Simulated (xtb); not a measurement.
MoF5H, SMILES [MoH]([F])([F])([F])([F])[F], multiplicity 1. All values are semi-empirical tight-binding results from xtb (GFN2-xTB unless named), good for trends rather than for accurate numbers. Coordinates come from a GFN2-xTB optimisation. The multiplicity is an assumed one; no other spin state was optimised. The structure was generated by enumeration; whether it is a known compound was not checked.

Optimised geometry:

```xyz
7

Mo     0.0000     0.0000    -0.1708
F      0.0000     0.0000     1.6189
F      1.2286    -1.2286    -0.1562
F      1.2286     1.2286    -0.1562
F     -1.2286    -1.2286    -0.1562
F     -1.2286     1.2286    -0.1562
H      0.0000     0.0000    -1.7751
```
Charge 0, spin multiplicity 1.

For metal compounds this method's bond lengths and energies can be far off.

Question: Estimate the properties. (Estimate from the structure and the level; the computed values follow.)

Answer: 
The point group as xtb finds it comes out as C4v and the orbital gap is 3.14 eV. The zero-point energy is 11.8 kcal/mol. The G − E(el) at 298.15 K (modified RRHO) is -7.5 kcal/mol.

Question: Give the atomic charges and the Wiberg bond orders between heavy atoms. (An estimate is asked for; the answer gives what the named calculation found.)

Answer: charges (e) Mo1 1.48, F2 -0.33, F3 -0.24, F4 -0.24, F5 -0.24, F6 -0.24, H7 -0.17. Bond orders Mo1–F2 1.01, Mo1–F3 1.14, Mo1–F4 1.14, Mo1–F5 1.14, Mo1–F6 1.14.
